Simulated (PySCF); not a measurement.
CHF2, charge -1, singlet, at a GFN2-xTB geometry, with bond 3-1 at 1.3 times its length; HF/3-21G (PySCF).

PySCF was given this input:
```python
from pyscf import gto, scf

mol = gto.Mole()
mol.atom = '''
    C    -0.122049   -0.004221    0.645091
    F    -0.023478    1.132899   -0.272100
    F     0.040698   -1.468703   -0.559967
    H     0.915325    0.005947    1.115243
'''
mol.basis = '3-21g'
mol.charge = -1
mol.spin = 0
mol.verbose = 4
mol.build()

mf = scf.RHF(mol)
mf.DIIS = scf.EDIIS
mf.kernel()
```

Output, abridged:

```
PySCF version 2.14.0

[INPUT] verbose = 4
[INPUT] num. atoms = 4
[INPUT] num. electrons = 26
[INPUT] charge = -1
[INPUT] spin (= nelec alpha-beta = 2S) = 0
[INPUT] symmetry False subgroup None
[INPUT] Mole.unit = angstrom
[INPUT] Symbol           X                Y                Z      unit          X                Y                Z       unit  Magmom
[INPUT]  1 C     -0.122049000000  -0.004221000000   0.645091000000 AA   -0.230639183777  -0.007976533972   1.219045315422 Bohr   0.0
[INPUT]  2 F     -0.023478000000   1.132899000000  -0.272100000000 AA   -0.044366989953   2.140868836794  -0.514194478494 Bohr   0.0
[INPUT]  3 F      0.040698000000  -1.468703000000  -0.559967000000 AA    0.076908073818  -2.775446428327  -1.058184268794 Bohr   0.0
[INPUT]  4 H      0.915325000000   0.005947000000   1.115243000000 AA    1.729713564968   0.011238201263   2.107503832338 Bohr   0.0

nuclear repulsion = 58.0319874131731
number of shells = 17
number of NR pGTOs = 48
number of NR cGTOs = 29
basis = 3-21g
ecp = {}

******** <class 'pyscf.scf.hf.RHF'> ********
method = RHF
initial guess = minao
damping factor = 0
level_shift factor = 0
DIIS = <class 'pyscf.scf.diis.EDIIS'>
diis_start_cycle = 1
diis_space = 8
diis_damp = 0
SCF conv_tol = 1e-09
SCF conv_tol_grad = None
SCF max_cycles = 50
direct_scf = True
direct_scf_tol = 1e-13
Set gradient conv threshold to 3.16228e-05
Initial guess from minao.
init E= -235.17905288912
  HOMO = -0.195204963841307  LUMO = 0.0359301536215475  gap/eV = 6.28951
cycle= 1 E= -235.764617004072  delta_E= -0.586  |g|= 0.819  |ddm|= 1.73
  HOMO = -0.0229892309626418  LUMO = 0.405373283741692  gap/eV = 11.65634
cycle= 2 E= -235.847105461464  delta_E= -0.0825  |g|= 0.568  |ddm|= 0.825
  HOMO = -0.0957190146475702  LUMO = 0.436495225115522  gap/eV = 14.48229
cycle= 3 E= -235.892052617901  delta_E= -0.0449  |g|= 0.0511  |ddm|= 0.284
  HOMO = -0.09571901465113  LUMO = 0.436495225103728  gap/eV = 14.48229
cycle= 4 E= -235.8920526179  delta_E= 4.55e-13  |g|= 0.0511  |ddm|= 1e-10
  HOMO = -0.0957190147543843  LUMO = 0.436495224761845  gap/eV = 14.48229
cycle= 5 E= -235.892052617889  delta_E= 1.08e-11  |g|= 0.0511  |ddm|= 2.91e-09
  HOMO = -0.0957190146642732  LUMO = 0.436495225060208  gap/eV = 14.48229
cycle= 6 E= -235.892052617899  delta_E= -1e-11  |g|= 0.0511  |ddm|= 2.54e-09
  HOMO = -0.0957190156009888  LUMO = 0.436495221958645  gap/eV = 14.48229
cycle= 7 E= -235.8920526178  delta_E= 9.94e-11  |g|= 0.0511  |ddm|= 2.64e-08
  HOMO = -0.0957190146480507  LUMO = 0.436495225113927  gap/eV = 14.48229
cycle= 8 E= -235.892052617901  delta_E= -1.01e-10  |g|= 0.0511  |ddm|= 2.69e-08
  HOMO = -0.095719014647857  LUMO = 0.436495225114567  gap/eV = 14.48229
cycle= 9 E= -235.892052617901  delta_E= -3.41e-13  |g|= 0.0511  |ddm|= 5.47e-12
  HOMO = -0.0970331931089179  LUMO = 0.446016956889942  gap/eV = 14.77715
cycle= 10 E= -235.89377347777  delta_E= -0.00172  |g|= 0.0553  |ddm|= 0.0988
  HOMO = -0.100638460666807  LUMO = 0.444961180328265  gap/eV = 14.84652
cycle= 11 E= -235.894760392938  delta_E= -0.000987  |g|= 0.0388  |ddm|= 0.0795
  HOMO = -0.0998338251236834  LUMO = 0.446281358746174  gap/eV = 14.86055
cycle= 12 E= -235.895044195563  delta_E= -0.000284  |g|= 0.0154  |ddm|= 0.0205
  HOMO = -0.0995732714035027  LUMO = 0.447283053319586  gap/eV = 14.88072
cycle= 13 E= -235.895217331798  delta_E= -0.000173  |g|= 0.00815  |ddm|= 0.029
  HOMO = -0.0995732714035018  LUMO = 0.447283053319586  gap/eV = 14.88072
cycle= 14 E= -235.895217331798  delta_E= -2.27e-13  |g|= 0.00815  |ddm|= 1.07e-13
  HOMO = -0.10000038889112  LUMO = 0.447286536928689  gap/eV = 14.89244
cycle= 15 E= -235.8952814841  delta_E= -6.42e-05  |g|= 0.00562  |ddm|= 0.0178
  HOMO = -0.100000388891145  LUMO = 0.44728653692869  gap/eV = 14.89244
cycle= 16 E= -235.8952814841  delta_E= -5.68e-14  |g|= 0.00562  |ddm|= 9.1e-13
  HOMO = -0.0998818073682921  LUMO = 0.447540846249951  gap/eV = 14.89613
cycle= 17 E= -235.895306114736  delta_E= -2.46e-05  |g|= 0.00314  |ddm|= 0.0103
  HOMO = -0.0998818073682948  LUMO = 0.447540846249948  gap/eV = 14.89613
cycle= 18 E= -235.895306114736  delta_E= -4.55e-13  |g|= 0.00314  |ddm|= 9.27e-14
  HOMO = -0.100065764934425  LUMO = 0.447493560055253  gap/eV = 14.89985
cycle= 19 E= -235.895315799012  delta_E= -9.68e-06  |g|= 0.00218  |ddm|= 0.00655
  HOMO = -0.10006576165316  LUMO = 0.44749356557847  gap/eV = 14.89985
cycle= 20 E= -235.895315799404  delta_E= -3.92e-10  |g|= 0.00218  |ddm|= 3.01e-07
  HOMO = -0.100023166170383  LUMO = 0.447566290959767  gap/eV = 14.90067
cycle= 21 E= -235.89531967045  delta_E= -3.87e-06  |g|= 0.00126  |ddm|= 0.00393
  HOMO = -0.10002320877765  LUMO = 0.44756627477286  gap/eV = 14.90067
cycle= 22 E= -235.895319671622  delta_E= -1.17e-09  |g|= 0.00126  |ddm|= 1.45e-06
  HOMO = -0.100038968704724  LUMO = 0.447560317701271  gap/eV = 14.90094
cycle= 23 E= -235.895320083582  delta_E= -4.12e-07  |g|= 0.0011  |ddm|= 0.000537
  HOMO = -0.100097292726647  LUMO = 0.447539532658858  gap/eV = 14.90196
cycle= 24 E= -235.89532127918  delta_E= -1.2e-06  |g|= 0.000835  |ddm|= 0.00208
  HOMO = -0.100096491936338  LUMO = 0.447540748942077  gap/eV = 14.90197
cycle= 25 E= -235.895321326243  delta_E= -4.71e-08  |g|= 0.000802  |ddm|= 9.15e-05
  HOMO = -0.100085052732024  LUMO = 0.447559276152028  gap/eV = 14.90216
cycle= 26 E= -235.895321898334  delta_E= -5.72e-07  |g|= 0.000487  |ddm|= 0.00145
  HOMO = -0.100085453634481  LUMO = 0.447559108464223  gap/eV = 14.90217
cycle= 27 E= -235.895321903045  delta_E= -4.71e-09  |g|= 0.000483  |ddm|= 1.47e-05
  HOMO = -0.100090670726201  LUMO = 0.44755689923785  gap/eV = 14.90225
cycle= 28 E= -235.895321961308  delta_E= -5.83e-08  |g|= 0.000432  |ddm|= 0.00019
  HOMO = -0.100111770303628  LUMO = 0.447548225571906  gap/eV = 14.90259
cycle= 29 E= -235.895322150207  delta_E= -1.89e-07  |g|= 0.000321  |ddm|= 0.000803
  HOMO = -0.100111622271583  LUMO = 0.447548567209803  gap/eV = 14.90259
cycle= 30 E= -235.895322159737  delta_E= -9.53e-09  |g|= 0.000307  |ddm|= 4.7e-05
  HOMO = -0.100111020155692  LUMO = 0.447549599377874  gap/eV = 14.90260
cycle= 31 E= -235.895322183793  delta_E= -2.41e-08  |g|= 0.000271  |ddm|= 0.000126
  HOMO = -0.100110811680254  LUMO = 0.447550330874545  gap/eV = 14.90262
cycle= 32 E= -235.895322204028  delta_E= -2.02e-08  |g|= 0.000242  |ddm|= 0.000117
  HOMO = -0.100110198864781  LUMO = 0.447552561005986  gap/eV = 14.90266
cycle= 33 E= -235.895322254241  delta_E= -5.02e-08  |g|= 0.000178  |ddm|= 0.000357
  HOMO = -0.100111016427229  LUMO = 0.447552230154308  gap/eV = 14.90268
cycle= 34 E= -235.895322259152  delta_E= -4.91e-09  |g|= 0.00017  |ddm|= 4.11e-05
  HOMO = -0.100112483505224  LUMO = 0.44755164160575  gap/eV = 14.90270
cycle= 35 E= -235.895322267648  delta_E= -8.5e-09  |g|= 0.000155  |ddm|= 7.58e-05
  HOMO = -0.100113805867315  LUMO = 0.447551135653685  gap/eV = 14.90272
cycle= 36 E= -235.895322275352  delta_E= -7.7e-09  |g|= 0.000141  |ddm|= 7.51e-05
  HOMO = -0.100117085717038  LUMO = 0.447549793365597  gap/eV = 14.90277
cycle= 37 E= -235.895322290058  delta_E= -1.47e-08  |g|= 0.000115  |ddm|= 0.000168
  HOMO = -0.100117687594338  LUMO = 0.447549627352291  gap/eV = 14.90279
cycle= 38 E= -235.895322294094  delta_E= -4.04e-09  |g|= 0.000106  |ddm|= 5.38e-05
  HOMO = -0.100118160223386  LUMO = 0.447549542344345  gap/eV = 14.90280
cycle= 39 E= -235.89532229794  delta_E= -3.85e-09  |g|= 9.6e-05  |ddm|= 5.58e-05
  HOMO = -0.100118406994441  LUMO = 0.447549551044003  gap/eV = 14.90280
cycle= 40 E= -235.895322300824  delta_E= -2.88e-09  |g|= 8.72e-05  |ddm|= 4.57e-05
  HOMO = -0.10011877117712  LUMO = 0.447549634457518  gap/eV = 14.90282
cycle= 41 E= -235.895322305694  delta_E= -4.87e-09  |g|= 7.06e-05  |ddm|= 8.89e-05
  HOMO = -0.100118872626955  LUMO = 0.447549484454796  gap/eV = 14.90282
cycle= 42 E= -235.895322304516  delta_E= 1.18e-09  |g|= 7.52e-05  |ddm|= 2.34e-05
  HOMO = -0.10011941545251  LUMO = 0.447549461499589  gap/eV = 14.90283
cycle= 43 E= -235.895322308804  delta_E= -4.29e-09  |g|= 5.88e-05  |ddm|= 9.2e-05
  HOMO = -0.100119506568871  LUMO = 0.44754938289378  gap/eV = 14.90283
cycle= 44 E= -235.895322308611  delta_E= 1.92e-10  |g|= 5.96e-05  |ddm|= 4.9e-06
  HOMO = -0.100119838289825  LUMO = 0.447549300402712  gap/eV = 14.90284
cycle= 45 E= -235.895322310107  delta_E= -1.5e-09  |g|= 5.3e-05  |ddm|= 3.8e-05
  HOMO = -0.100120187329421  LUMO = 0.447549168950276  gap/eV = 14.90284
cycle= 46 E= -235.895322311092  delta_E= -9.85e-10  |g|= 4.83e-05  |ddm|= 2.78e-05
  HOMO = -0.100120512783588  LUMO = 0.447549043269408  gap/eV = 14.90285
cycle= 47 E= -235.89532231192  delta_E= -8.28e-10  |g|= 4.39e-05  |ddm|= 2.58e-05
  HOMO = -0.100120799693596  LUMO = 0.447548931854699  gap/eV = 14.90285
cycle= 48 E= -235.895322312602  delta_E= -6.82e-10  |g|= 3.99e-05  |ddm|= 2.33e-05
  HOMO = -0.100121273545916  LUMO = 0.44754875494417  gap/eV = 14.90286
cycle= 49 E= -235.895322313677  delta_E= -1.07e-09  |g|= 3.27e-05  |ddm|= 4.25e-05
  HOMO = -0.100121207142212  LUMO = 0.44754878383511  gap/eV = 14.90286
cycle= 50 E= -235.895322313603  delta_E= 7.38e-11  |g|= 3.32e-05  |ddm|= 3.29e-06
SCF not converged.
SCF energy = -235.895322313603
```

Convergence was not reached.
